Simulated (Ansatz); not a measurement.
Consider the redistribution: `[Br][GaH][Br]` + `BC(C)(F)[SiH3]` → `[CH3][Ga]([Br])[Br]` + `BC(F)[SiH3]`.

Gas-phase electronic energies from Ansatz, PBE0-D4/def2-TZVP geometries. CCSD(T)/CBS adds triple-zeta CCSD(T) − MP2 to the extrapolated MP2 energy (def2 sets, frozen cores). Functionals use def2-TZVPP. For Br, Ga outer-core shells are correlated without core-valence functions, which leaves a few kJ/mol of doubt a bond. Scalar relativity is left out up to krypton.

```tsv
level	ΔE (kJ/mol)
BLYP-D4	-41.5
r2SCAN0-D4	-40.1
ωB97M-V	-38.9
PBE	-39.0
```

Question: What does CCSD(T)/CBS give? (Best estimate.)

Answer: Computed: -44.6 kJ/mol. The listed levels differ from it by 3.1, 4.5, 5.7, 5.6 kJ/mol.

Largest T1 diagnostic among the species: 0.013.

At CCSD(T), def2-SVP lies +14.6 kJ/mol from the extrapolated value and def2-TZVPP +1.6 kJ/mol. In def2-TZVPP, CCSD(T) changes the Hartree–Fock value by +7.4 kJ/mol (the triples alone add +2.0 kJ/mol) and MP2 by +4.0 kJ/mol. Leaving LDA and LC-ωPBE aside and taking each functional with its dispersion term where it has one, the values, not all of them listed here, spread over 13.2 kJ/mol, from B2PLYP to B97M-V. LDA lies +13.3 kJ/mol from PBE without D4.
